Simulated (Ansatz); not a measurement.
`[NH2][SnH2][OH]` + H₂ → `[OH][SnH3]` + NH₃  (hydrogenolysis of the Sn–N bond)

Computed with Ansatz on PBE0-D4/def2-TZVP structures; ΔE is electronic, products minus reactants. CCSD(T)/CBS adds triple-zeta CCSD(T) − MP2 to the extrapolated MP2 energy (def2 sets, frozen cores). This one scheme is used for every species. DFT in def2-TZVPP. def2 core potentials past Kr. For Sn outer-core shells are correlated without core-valence functions, which leaves a few kJ/mol of doubt a bond. Each species was taken in one conformer, which may not be the lowest.

CCSD(T)/CBS gives -4.1 kcal/mol.

Another level gave -7.0 kcal/mol. Which?
A. BLYP-D4/def2-TZVPP
B. RPA@PBE/def2-TZVPP
C. LC-ωPBE/def2-TZVPP
D. HF/def2-TZVPP

C. LC-ωPBE -7.0, BLYP-D4 -4.4, RPA@PBE/def2-TZVPP -5.5, HF/def2-TZVPP -9.6 kcal/mol.

Largest T1 diagnostic among the species: 0.014.

Leaving LDA and LC-ωPBE aside and taking each functional with its dispersion term where it has one, the values, not all of them listed here, spread over 3.4 kcal/mol, from B97M-V to BLYP-D4. From BLYP to BHLYP (50 % exact exchange), in def2-TZVPP and without D4, ΔE moves by −1.7 kcal/mol. At CCSD(T), def2-SVP lies −4.1 kcal/mol from the extrapolated value and def2-TZVPP −1.4 kcal/mol.
